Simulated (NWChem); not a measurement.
Species: TiH4; SMILES [TiH4]

**Question.** Give the equilibrium geometry at PBE0/def2-SVP (NWChem) as a list of bonds and angles, with the point group.

**Answer.** point group Td; any orientation.
Bonded distances (Å): Ti1–H2 1.685, Ti1–H3 1.685, Ti1–H4 1.685, Ti1–H5 1.685. Angles (°): H2–Ti1–H3 109.5, H2–Ti1–H4 109.5, H2–Ti1–H5 109.5, H3–Ti1–H4 109.5, H3–Ti1–H5 109.5, H4–Ti1–H5 109.5.
